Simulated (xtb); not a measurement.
C2H6Al (SMILES [CH3][Al][CH3]), doublet, at a GFN2-xTB geometry (such geometries of metal compounds can be far from the true shape) (the spin is typed, not shown lowest).

xtb was given this input:
```
$ xtb mol.xyz --gfn 2 --uhf 1 --json

# file mol.xyz
9

Al     0.35199768    -0.19927276     0.39218526
C      1.16273168     0.29965867    -1.38755194
H      2.22627517     0.03493887    -1.43926309
H      1.09774163     1.37516455    -1.59155831
H      0.67263692    -0.20609115    -2.22804560
C     -1.59435430    -0.05530867     0.90665097
H     -2.23287698    -0.73254228     0.32682456
H     -1.99441749     0.95437693     0.75535734
H     -1.75559339    -0.30140102     1.96368260
```

Problem. What does this run give for the dipole moment, total energy, partial charges in atom order?

Solution. 
dipole moment: 0.06 D
total energy: -16.615316 Ry
partial charges in atom order: Al1 0.20, C2 -0.22, H3 0.05, H4 0.04, H5 0.04, C6 -0.22, H7 0.04, H8 0.04, H9 0.05
